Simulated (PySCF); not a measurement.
H₄As₂F₂Ge (SMILES [F][Ge]([F])([AsH2])[AsH2]), singlet, geometry from GFN2-xTB, with bond 8-5 at 2.4 times its length; CASSCF(8,7)/STO-3G run with PySCF.

Here is a job for PySCF.
```python
from pyscf import gto, scf, mcscf
import numpy

mol = gto.Mole()
mol.atom = '''
    F     0.38478914   -1.73842953   -1.11872833
    Ge    0.08628892   -0.37851544    0.06027607
    F     0.31265685   -1.32099099    1.60592076
    As   -2.34400596    0.00850700   -0.05647525
    As    2.11045632    1.01598319   -0.10666802
    H    -2.15994303    1.16579337    0.89474456
    H    -2.09451477    0.96072362   -1.20194993
    H     0.41700773    3.53254759    1.87780296
    H     1.51848416    1.64803370   -1.34282786
'''
mol.basis = 'sto-3g'
mol.verbose = 4
mol.build()

mf = scf.RHF(mol)
mf.kernel()
mc = mcscf.CASSCF(mf, 7, 8)
mc.fix_spin_(ss=0.0)
mc.kernel()
occ = numpy.linalg.eigvalsh(mc.fcisolver.make_rdm1(mc.ci, mc.ncas, mc.nelecas))[::-1]
ss = mc.fcisolver.spin_square(mc.ci, mc.ncas, mc.nelecas)[0]
print('natural occupations', occ.round(4), ' <S^2>', round(ss, 4))
```

It wrote (shortened):

```
PySCF version 2.14.0

[INPUT] verbose = 4
[INPUT] num. atoms = 9
[INPUT] num. electrons = 120
[INPUT] charge = 0
[INPUT] spin (= nelec alpha-beta = 2S) = 0
[INPUT] symmetry False subgroup None
[INPUT] Mole.unit = angstrom
[INPUT] Symbol           X                Y                Z      unit          X                Y                Z       unit  Magmom
[INPUT]  1 F      0.384789140000  -1.738429530000  -1.118728330000 AA    0.727146090307  -3.285155698556  -2.114090151492 Bohr   0.0
[INPUT]  2 Ge     0.086288920000  -0.378515440000   0.060276070000 AA    0.163062426385  -0.715290515519   0.113905264165 Bohr   0.0
[INPUT]  3 F      0.312656850000  -1.320990990000   1.605920760000 AA    0.590835817469  -2.496311184118   3.034750414153 Bohr   0.0
[INPUT]  4 As    -2.344005960000   0.008507000000  -0.056475250000 AA   -4.429529298748   0.016075900142  -0.106722755316 Bohr   0.0
[INPUT]  5 As     2.110456320000   1.015983190000  -0.106668020000 AA    3.988184442657   1.919929976262  -0.201573344050 Bohr   0.0
[INPUT]  6 H     -2.159943030000   1.165793370000   0.894744560000 AA   -4.081700771363   2.203030187134   1.690822169844 Bohr   0.0
[INPUT]  7 H     -2.094514770000   0.960723620000  -1.201949930000 AA   -3.958059279156   1.815504523201  -2.271356183140 Bohr   0.0
[INPUT]  8 H      0.417007730000   3.532547590000   1.877802960000 AA    0.788030401527   6.675547467092   3.548533310298 Bohr   0.0
[INPUT]  9 H      1.518484160000   1.648033700000  -1.342827860000 AA    2.869519186890   3.114332337054  -2.537576887836 Bohr   0.0

nuclear repulsion = 1033.67502687833
number of shells = 34
number of NR pGTOs = 204
number of NR cGTOs = 68
basis = sto-3g
ecp = {}

******** <class 'pyscf.scf.hf.RHF'> ********
method = RHF
initial guess = minao
damping factor = 0
level_shift factor = 0
DIIS = <class 'pyscf.scf.diis.CDIIS'>
diis_start_cycle = 1
diis_space = 8
diis_damp = 0
SCF conv_tol = 1e-09
SCF conv_tol_grad = None
SCF max_cycles = 50
direct_scf = True
direct_scf_tol = 1e-13
Set gradient conv threshold to 3.16228e-05
Initial guess from minao.
init E= -6658.96344007379
  HOMO = -0.637416561259683  LUMO = -0.452753094883344  gap/eV = 5.02495
cycle= 1 E= -6667.98716602217  delta_E= -9.02  |g|= 0.636  |ddm|= 3.52
  HOMO = -0.0862743042688346  LUMO = 0.00132704280974383  gap/eV = 2.38375
cycle= 2 E= -6668.12699024737  delta_E= -0.14  |g|= 0.407  |ddm|= 3.28
  HOMO = -0.127856178109422  LUMO = -0.0198411171236235  gap/eV = 2.93924
cycle= 3 E= -6668.17226299164  delta_E= -0.0453  |g|= 0.319  |ddm|= 3.06
  HOMO = -0.131892197822194  LUMO = -0.0565807440966559  gap/eV = 2.04933
cycle= 4 E= -6668.3534170989  delta_E= -0.181  |g|= 0.269  |ddm|=  2.5
  HOMO = -0.138455764119072  LUMO = -0.0277250525657432  gap/eV = 3.01314
cycle= 5 E= -6668.40798583028  delta_E= -0.0546  |g|= 0.188  |ddm|= 0.405
  HOMO = -0.175062142404432  LUMO = 0.00503605397777063  gap/eV = 4.90072
cycle= 6 E= -6668.43254742126  delta_E= -0.0246  |g|= 0.105  |ddm|= 0.303
  HOMO = -0.164153508832354  LUMO = 0.00228201784696269  gap/eV = 4.52894
cycle= 7 E= -6668.4373722714  delta_E= -0.00482  |g|= 0.073  |ddm|= 0.0996
  HOMO = -0.161701665140053  LUMO = 0.00560249478429753  gap/eV = 4.55258
cycle= 8 E= -6668.43967468904  delta_E= -0.0023  |g|= 0.0503  |ddm|= 0.065
  HOMO = -0.161704372818626  LUMO = 0.0145163591855902  gap/eV = 4.79521
cycle= 9 E= -6668.44161288285  delta_E= -0.00194  |g|= 0.0124  |ddm|= 0.102
  HOMO = -0.158477910079061  LUMO = 0.0150043137473168  gap/eV = 4.72069
cycle= 10 E= -6668.44174116856  delta_E= -0.000128  |g|= 0.00114  |ddm|= 0.0324
  HOMO = -0.158361081344683  LUMO = 0.0153411872985476  gap/eV = 4.72668
cycle= 11 E= -6668.44174400875  delta_E= -2.84e-06  |g|= 0.00104  |ddm|= 0.00944
  HOMO = -0.158616946117702  LUMO = 0.0152452584073115  gap/eV = 4.73103
cycle= 12 E= -6668.44174524349  delta_E= -1.23e-06  |g|= 0.000297  |ddm|= 0.00537
  HOMO = -0.158561908461279  LUMO = 0.0152506652478547  gap/eV = 4.72968
cycle= 13 E= -6668.44174532567  delta_E= -8.22e-08  |g|= 2.19e-05  |ddm|= 0.00101
  HOMO = -0.158549847157489  LUMO = 0.0152493940070995  gap/eV = 4.72932
cycle= 14 E= -6668.44174532628  delta_E= -6.05e-10  |g|= 6.3e-06  |ddm|= 0.00012
  HOMO = -0.158552450798664  LUMO = 0.0152490775801922  gap/eV = 4.72938
Extra cycle  E= -6668.44174532627  delta_E= 1e-11  |g|= 8.13e-06  |ddm|= 3.39e-05
converged SCF energy = -6668.44174532627

******** <class 'pyscf.mcscf.mc1step.CASSCF'> ********
CAS (4e+4e, 7o), ncore = 56, nvir = 5
max_cycle_macro = 50
max_cycle_micro = 4
conv_tol = 1e-07
conv_tol_grad = None
orbital rotation max_stepsize = 0.02
orbital rotation threshold for CI restart = 0.01
augmented hessian ah_max_cycle = 30
augmented hessian ah_conv_tol = 1e-12
augmented hessian ah_linear dependence = 1e-14
augmented hessian ah_level shift = 1e-08
augmented hessian ah_start_tol = 2.5
augmented hessian ah_start_cycle = 3
augmented hessian ah_grad_trust_region = 3
kf_trust_region = 3
kf_interval = 4
ci_response_space = 4
ci_grad_trust_region = 3
with_dep4 0
natorb = False
canonicalization = True
sorting_mo_energy = False
ao2mo_level = 2
internal_rotation = False
******** <class 'pyscf.fci.addons.SpinPenaltyFCISolver'> ********
max. cycles = 50
conv_tol = 1e-08
davidson only = True
linear dependence = 1e-12
level shift = 0.001
max iter space = 12
nroots = 1
pspace_size = 400
spin = None
CASCI E = -6668.65491956678  S^2 = 0.0000000
Set conv_tol_grad to 0.000316228
macro iter   1 ( 21 JK    4 micro), CASSCF E = -6668.65988110536  dE = -4.96153858e-03  S^2 = 0.0000000
               |grad[o]|=0.0376  |grad[c]|=0.0299  |ddm|=0.023  |maxRot[o]|=0.295
macro iter   2 ( 21 JK    4 micro), CASSCF E = -6668.67001416678  dE = -1.01330614e-02  S^2 = 0.0000000
               |grad[o]|=0.0227  |grad[c]|=0.0282  |ddm|=0.0505  |maxRot[o]|=0.298
macro iter   3 ( 21 JK    4 micro), CASSCF E = -6668.67505263904  dE = -5.03847226e-03  S^2 = 0.0000000
               |grad[o]|=0.0185  |grad[c]|=0.0186  |ddm|=0.0146  |maxRot[o]|=0.183
macro iter   4 ( 21 JK    4 micro), CASSCF E = -6668.67584155070  dE = -7.88911653e-04  S^2 = 0.0000000
               |grad[o]|=0.00835  |grad[c]|=0.00559  |ddm|=0.00689  |maxRot[o]|=0.0489
macro iter   5 ( 21 JK    4 micro), CASSCF E = -6668.67642790724  dE = -5.86356547e-04  S^2 = 0.0000000
               |grad[o]|=0.00617  |grad[c]|=0.00523  |ddm|=0.00932  |maxRot[o]|=0.0708
macro iter   6 ( 21 JK    4 micro), CASSCF E = -6668.67705357554  dE = -6.25668300e-04  S^2 = 0.0000000
               |grad[o]|=0.00547  |grad[c]|=0.00464  |ddm|=0.0111  |maxRot[o]|=0.0825
macro iter   7 (  7 JK    2 micro), CASSCF E = -6668.67767122347  dE = -6.17647926e-04  S^2 = 0.0000000
               |grad[o]|=0.0048  |grad[c]|=0.00185  |ddm|=0.00385  |maxRot[o]|=0.0699
macro iter   8 (  7 JK    2 micro), CASSCF E = -6668.67813702165  dE = -4.65798181e-04  S^2 = 0.0000000
               |grad[o]|=0.00368  |grad[c]|=0.000733  |ddm|=0.00291  |maxRot[o]|=0.0698
macro iter   9 (  7 JK    2 micro), CASSCF E = -6668.67848896566  dE = -3.51944012e-04  S^2 = 0.0000000
               |grad[o]|=0.00262  |grad[c]|=0.00415  |ddm|=0.00254  |maxRot[o]|=0.0698
macro iter  10 (  7 JK    2 micro), CASSCF E = -6668.67870158700  dE = -2.12621339e-04  S^2 = 0.0000000
               |grad[o]|=0.00165  |grad[c]|=0.00514  |ddm|=0.00134  |maxRot[o]|=0.0697
macro iter  11 (  7 JK    2 micro), CASSCF E = -6668.67885022504  dE = -1.48638040e-04  S^2 = 0.0000000
               |grad[o]|=0.00122  |grad[c]|=0.00152  |ddm|=0.00107  |maxRot[o]|=0.0698
macro iter  12 (  7 JK    2 micro), CASSCF E = -6668.67900979942  dE = -1.59574382e-04  S^2 = 0.0000000
               |grad[o]|=0.00123  |grad[c]|=0.00133  |ddm|=0.00111  |maxRot[o]|=0.0698
macro iter  13 (  7 JK    2 micro), CASSCF E = -6668.67918789053  dE = -1.78091105e-04  S^2 = 0.0000000
               |grad[o]|=0.00132  |grad[c]|=0.00238  |ddm|=0.00116  |maxRot[o]|=0.0698
macro iter  14 ( 21 JK    4 micro), CASSCF E = -6668.67932461923  dE = -1.36728699e-04  S^2 = 0.0000000
               |grad[o]|=0.0014  |grad[c]|=0.00417  |ddm|=0.00182  |maxRot[o]|=0.102
macro iter  15 ( 21 JK    4 micro), CASSCF E = -6668.67936911286  dE = -4.44936377e-05  S^2 = 0.0000000
               |grad[o]|=0.00237  |grad[c]|=0.00706  |ddm|=0.00156  |maxRot[o]|=0.0535
macro iter  16 ( 21 JK    4 micro), CASSCF E = -6668.67933294367  dE =  3.61691982e-05  S^2 = 0.0000000
               |grad[o]|=0.00132  |grad[c]|=0.00554  |ddm|=0.001  |maxRot[o]|=0.0304
macro iter  17 ( 17 JK    4 micro), CASSCF E = -6668.67941480101  dE = -8.18573490e-05  S^2 = 0.0000000
               |grad[o]|=0.00116  |grad[c]|=0.0011  |ddm|=0.000541  |maxRot[o]|=0.0318
macro iter  18 ( 21 JK    4 micro), CASSCF E = -6668.67945786986  dE = -4.30688497e-05  S^2 = 0.0000000
               |grad[o]|=0.00114  |grad[c]|=0.00295  |ddm|=0.000484  |maxRot[o]|=0.0371
macro iter  19 ( 17 JK    4 micro), CASSCF E = -6668.67963903784  dE = -1.81167978e-04  S^2 = 0.0000000
               |grad[o]|=0.000984  |grad[c]|=0.00435  |ddm|=0.00116  |maxRot[o]|=0.0618
macro iter  20 (  7 JK    2 micro), CASSCF E = -6668.67978876432  dE = -1.49726482e-04  S^2 = 0.0000000
               |grad[o]|=0.000946  |grad[c]|=0.00109  |ddm|=0.000835  |maxRot[o]|=0.0601
macro iter  21 (  7 JK    2 micro), CASSCF E = -6668.67992422352  dE = -1.35459196e-04  S^2 = 0.0000000
               |grad[o]|=0.000855  |grad[c]|=0.000512  |ddm|=0.000934  |maxRot[o]|=0.0648
macro iter  22 (  7 JK    2 micro), CASSCF E = -6668.68002741378  dE = -1.03190258e-04  S^2 = 0.0000000
               |grad[o]|=0.000724  |grad[c]|=0.00102  |ddm|=0.000953  |maxRot[o]|=0.0673
macro iter  23 (  7 JK    2 micro), CASSCF E = -6668.68008661303  dE = -5.91992521e-05  S^2 = 0.0000000
               |grad[o]|=0.000532  |grad[c]|=0.00207  |ddm|=0.000851  |maxRot[o]|=0.0686
macro iter  24 (  4 JK    1 micro), CASSCF E = -6668.68009805031  dE = -1.14372833e-05  S^2 = 0.0000000
               |grad[o]|=0.000267  |grad[c]|=0.0014  |ddm|=0.000216  |maxRot[o]|=0.0396
macro iter  25 (  3 JK    1 micro), CASSCF E = -6668.68009830974  dE = -2.59425178e-07  S^2 = 0.0000000
               |grad[o]|=6.39e-05  |grad[c]|=0.000178  |ddm|=8.79e-05  |maxRot[o]|=0.00574
macro iter  26 (  1 JK    1 micro), CASSCF E = -6668.68009830995  dE = -2.09183781e-10  S^2 = 0.0000000
               |grad[o]|=2.6e-05  |grad[c]|=2.14e-05  |ddm|=    0  |maxRot[o]|=    0
1-step CASSCF converged in  26 macro (329 JK  73 micro) steps
CASSCF canonicalization
Density matrix diagonal elements [1.9680561  1.98493832 1.9796029  1.09787102 0.90329646 0.03290159
 0.03333361]
CASSCF energy = -6668.68009830995
CASCI E = -6668.68009830995  E(CI) = -10.0421952211809  S^2 = 0.0000000
natural occupations [1.9964 1.9717 1.9674 1.0963 0.9038 0.0375 0.0269]  <S^2> 0.0
```
